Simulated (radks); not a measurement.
Values are calculated unless marked as measured or tabulated.
Trend from K2+ to Kr2+: ionisation energy by Delta-SCF between NIST ground configurations, and size. Code: a radial shooting solver on a logarithmic mesh with Libxc functionals. Model: Dirac Kohn-Sham, PBE, spin-unpolarised, spherical densities, finite nucleus; open shells fill j = l - 1/2 first; Fermi nuclear charge, rms radius of each element as measured or else 0.836 A^(1/3) + 0.57 fm.

species      configuration  IE (eV)  NIST (eV)       kind   -e(HOMO) (eV)  outermost  <r> outermost (bohr)
K2+           [Ne] 3s2 3p5   46.777     45.803  semi-emp.  39.099 (3p3/2)      3p3/2                  1.36
Ca2+                  [Ar]   51.118     50.913       exp.  42.926 (3p3/2)      3p3/2                  1.26
Sc2+              [Ar] 3d1   24.891     24.757       exp.  17.928 (3d3/2)      3d3/2                  1.57
Ti2+              [Ar] 3d2   26.971     27.492       exp.  19.698 (3d3/2)      3d3/2                  1.43
V2+               [Ar] 3d3   28.923     29.311       exp.  21.336 (3d3/2)      3d3/2                  1.32
Cr2+              [Ar] 3d4   30.777      30.96       exp.  22.876 (3d3/2)      3d3/2                  1.23
Mn2+              [Ar] 3d5   32.427      33.67       exp.  24.234 (3d5/2)      3d5/2                  1.15
Fe2+              [Ar] 3d6   34.119      30.65       exp.  25.622 (3d5/2)      3d5/2                  1.08
Co2+              [Ar] 3d7   35.753       33.5  semi-emp.  26.957 (3d5/2)      3d5/2                  1.02
Ni2+              [Ar] 3d8   37.337      35.19       exp.  28.246 (3d5/2)      3d5/2                 0.972
Cu2+              [Ar] 3d9   38.876      36.84       exp.  29.495 (3d5/2)      3d5/2                 0.925
Zn2+             [Ar] 3d10   40.376     39.723       exp.  30.709 (3d5/2)      3d5/2                 0.883
Ga2+         [Ar] 3d10 4s1   31.271     30.726       exp.  26.067 (4s1/2)      4s1/2                  2.08
Ge2+         [Ar] 3d10 4s2   34.791     34.058       exp.  29.246 (4s1/2)      4s1/2                  1.94
As2+     [Ar] 3d10 4s2 4p1   27.976      28.35       exp.  22.891 (4p1/2)      4p1/2                  2.13
Se2+     [Ar] 3d10 4s2 4p2   31.166      31.70       exp.  25.708 (4p1/2)      4p1/2                  1.97
Br2+     [Ar] 3d10 4s2 4p3   33.664      34.87       exp.  27.931 (4p3/2)      4p3/2                  1.87
Kr2+     [Ar] 3d10 4s2 4p4   36.727      35.84       exp.  30.656 (4p3/2)      4p3/2                  1.75

Reference values: NIST Atomic Spectra Database (exp. = measured, semi-emp. = semi-empirical, theory = theoretical value adopted there). Spin polarisation and multiplet splitting are left out, so open shells lie too high by an amount that depends on their filling.

Beside tabulated values, note that spin-unpolarised runs miss the spin-polarisation part of the exchange energy of open shells.
